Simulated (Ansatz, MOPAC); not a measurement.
Diatomic BeN-, multiplicity 3 (lowest of 2S+1 = 1, 3, 5 at CCSD(T)/def2-TZVPP on PBE0 minima; our sources give no spin for the ground state, which may be another).

The constants come from a fifth-degree fit in 1/R (seven points, main isotopes). Runs in def2 and cc sets follow the lowest solution found near the PBE0 minimum.

The state that PM3, PM6, PM7 reach isn't checked; PM7 holds dispersion and hydrogen-bond terms.

Run with Ansatz (a first-principles code) with Gaussian orbitals; MOPAC for PM3, PM6, PM7 (differences of heats of formation). Each number belongs to the level named beside it.

```json
[
 {"level": "PM3", "r_e (Å)": "1.588", "ω_e (cm⁻¹)": "1111", "ω_e x_e (cm⁻¹)": "9.4"},
 {"level": "PM6", "r_e (Å)": "1.500", "ω_e (cm⁻¹)": "1288", "ω_e x_e (cm⁻¹)": "9.0"},
 {"level": "PM7", "r_e (Å)": "1.465", "ω_e (cm⁻¹)": "1343", "ω_e x_e (cm⁻¹)": "8.3"},
 {"level": "SVWN5/def2-TZVPP", "r_e (Å)": "1.505", "ω_e (cm⁻¹)": "…", "ω_e x_e (cm⁻¹)": "9.6"},
 {"level": "PBE/def2-TZVPP", "r_e (Å)": "1.518", "ω_e (cm⁻¹)": "1102", "ω_e x_e (cm⁻¹)": "10"},
 {"level": "r2SCAN/def2-TZVPP", "r_e (Å)": "1.509", "ω_e (cm⁻¹)": "1132", "ω_e x_e (cm⁻¹)": "11"},
 {"level": "CAM-B3LYP/def2-TZVPP", "r_e (Å)": "1.488", "ω_e (cm⁻¹)": "1187", "ω_e x_e (cm⁻¹)": "11"},
 {"level": "wB97M-V/def2-TZVPP", "r_e (Å)": "…", "ω_e (cm⁻¹)": "…", "ω_e x_e (cm⁻¹)": "12"}
]
```

Question: What belongs in the gaps?

Answer: 
- wB97M-V/def2-TZVPP, r_e (Å): 1.492
- wB97M-V/def2-TZVPP, ω_e (cm⁻¹): 1179
- SVWN5/def2-TZVPP, ω_e (cm⁻¹): 1131
